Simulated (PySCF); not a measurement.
C6H12N (doublet state).
Atom-mapped SMILES: `[CH2:1]=[CH:2][C@:3]([CH3:4])([NH2:5])[CH:6][CH3:7]` (hydrogens: H8, H9 on C1; H10 on C2; H11, H12, H13 on C4; H14, H15 on N5; H16 on C6; H17, H18, H19 on C7)

Structure used (GFN2-xTB), in Å, numbered top down from 1:
```xyz
19
C6H12N angstrom
C     -1.380    1.569   -0.828
C     -1.025    0.295   -0.873
C     -0.224   -0.414    0.202
C     -0.723   -1.864    0.353
N     -0.291    0.333    1.451
C      1.156   -0.372   -0.358
C      2.037    0.800   -0.188
H     -1.154    2.182    0.026
H     -1.905    2.038   -1.643
H     -1.241   -0.313   -1.741
H     -0.124   -2.389    1.096
H     -0.648   -2.401   -0.590
H     -1.764   -1.869    0.673
H      0.280   -0.124    2.153
H     -1.248    0.359    1.785
H      1.427   -1.125   -1.081
H      1.604    1.487    0.533
H      3.028    0.492    0.157
H      2.188    1.327   -1.136
```

The hyperfine couplings belong to this conformer and change with its torsions.

Theory: PySCF 2.14.0, UKS B3LYP, pcH-1 on C H N, non-relativistic, mean-field spin-orbit, GIAO. The structure is a single GFN2-xTB conformer in the gas phase; no vibrational or solvent corrections. Couplings are sensitive to structure, and on GFN2-xTB geometries they can be far from those on DFT ones. No stability test was run, so a lower SCF solution isn't excluded.

Task: Break the g tensor into its mass correction, gauge correction and orbital-Zeeman/spin–orbit terms.

Result: 
| Δg (ppm) | 1 | 2 | 3 |
| --- | --- | --- | --- |
| relativistic mass correction | -146 | -146 | -146 |
| gauge correction | 6 | 34 | 25 |
| orbital Zeeman/spin–orbit | 62 | 483 | 689 |
| total | -77 | 371 | 568 |

So g = 2.00224, 2.00269, 2.00289 and g_iso = 2.00261; the tensor is rhombic: the two nearest values differ by 31 % of g3 − g1. Axes: g1 points within 15° of the C1–H9 bond.

Task: At 9.408 GHz, how far is the centre of the isotropic spectrum from where a free electron (g = 2.002319) resonates?

Result: B = hν/(g μB) with μB/h = 13.99624 MHz/mT gives 335.70 mT for the free electron and 335.65 mT at g_iso, 0.05 mT lower.

Task: What effective moment and Curie constant follow for a powder?

Result: With the mean of g² = 4.0104 and S(S+1) = 0.75: μ_eff = √(⟨g²⟩S(S+1)) = 1.734 μB and χT = 0.12505·⟨g²⟩·S(S+1) = 0.376 cm³ K/mol (cgs; spin-Hamiltonian part alone).

Task: In a frozen sample, at which fields do the three g values resonate at 9.5, 34, 94 and 263 GHz (hyperfine left aside), and which band first spreads them over more than twice a line width of 0.5 mT?

Result: 
```csv
band,GHz,B(g3) mT,B(g2) mT,B(g1) mT,spread mT
X,9.5,338.89,338.92,339.00,0.11
Q,34.0,1212.86,1212.98,1213.25,0.39
W,94.0,3353.20,3353.53,3354.28,1.08
J,263.0,9381.83,9382.76,9384.86,3.03
```

The spread grows in proportion to the frequency. W band is the first where it exceeds 1.0 mT.

Largest spin populations (Mulliken): C6 (+0.98), C1 (+0.13) and C7 (-0.08). No atom but C6 exceeds +0.15. The angles at C6 add up to 358.6°, so it is planar; its axial dipolar tensor and the negative coupling of its proton fit spin in a p orbital normal to that plane.

The HOMO–LUMO gaps are 5.49 eV among the α and 5.16 eV among the β orbitals.
